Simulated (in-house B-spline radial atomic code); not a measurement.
Binding energies in Tl⁺

NIST's tabulated ground configuration is [Xe] 4f14 5d10 6s2; each binding energy is the energy of the ion with one electron taken from that subshell, relaxed, less that of the parent. Level of theory: Dirac-Kohn-Sham PBE, spherical fractional occupations, Fermi nucleus of rms radius 5.4759 fm; calculated with a B-spline radial code for spherical atoms. Energies include first-order Breit, QED and recoil terms.

```tsv
subshell	X-ray name	binding energy (eV)	-ε (eV)	relaxation (eV)
1s	K	85651.6	85440.0	-632.7
2s	L1	15263.5	15206.7	-116.7
2p1/2	L2	14696.5	14602.7	-151.8
2p3/2	L3	12627.3	12537.3	-125.8
3s	M1	3656.7	3634.9	-34.2
3p1/2	M2	3386.7	3361.2	-37.0
3p3/2	M3	2928.3	2902.1	-32.9
3d3/2	M4	2484.1	2448.6	-39.9
3d5/2	M5	2386	2350.5	-38.4
4s	N1	829.6	816.8	-15.6
4p1/2	N2	711.8	698.7	-15.6
4p3/2	N3	600.5	587.1	-14.6
4d3/2	N4	407.7	393.8	-14.4
4d5/2	N5	386.9	373.0	-14.1
5s	O1	145.9	137.8	-8.5
4f5/2	N6	137.6	123.5	-13.8
4f7/2	N7	133	118.9	-13.7
5p1/2	O2	106	98.2	-8.2
5p3/2	O3	85.59	77.97	-7.75
5d3/2	O4	30.79	24.10	-6.68
5d5/2	O5	28.46	21.89	-6.53
6s	P1	20.72	16.30	-4.47
```

Relaxation = -ε minus the binding energy without Breit, QED and recoil terms. With a density functional, K lines can miss by some tenths of a per cent, more in light atoms. For a density functional the relaxation so defined is negative, because -ε of a Kohn-Sham level is smaller than the binding energy.

Emission lines follow as differences of binding energies, with λ = 12398.42 eV·Å / E:

```
 line          holes  energy (eV)  wavelength (Å)
 K-L3     1s → 2p3/2      73024.3         0.16978
 K-L2     1s → 2p1/2      70955.1         0.17474
 K-M3     1s → 3p3/2      82723.3         0.14988
L3-M5  2p3/2 → 3d5/2      10241.3          1.2106
L2-M4  2p1/2 → 3d3/2      12212.4          1.0152
L1-M3     2s → 3p3/2      12335.2          1.0051
L3-M1     2p3/2 → 3s       8970.6          1.3821
L2-N4  2p1/2 → 4d3/2      14288.8          0.8677
M5-N7  3d5/2 → 4f7/2       2253.0          5.5031
M4-N6  3d3/2 → 4f5/2       2346.5          5.2838
```

Task: What screening constant σ does Moseley's law, E = (3/4)·13.6057 eV·(Z - σ)², need for K-L3?

Result: σ = -3.59.

Moseley's non-relativistic formula needs a falling, then negative, screening constant for heavy elements, because relativity binds the 1s electron more strongly than the formula allows.

Task: What does it cost to remove both a 3p1/2 and a 6s electron?

Result: 3418.7 eV, which is 11.24 eV more than the two single binding energies together.

Task: What does it cost to remove both a 4f5/2 and a 5p3/2 electron?

Result: 241.41 eV, which is 18.23 eV more than the two single binding energies together.

Task: What does it cost to remove both a 3s and a 4p3/2 electron?

Result: 4292.3 eV, which is 35.15 eV more than the two single binding energies together.
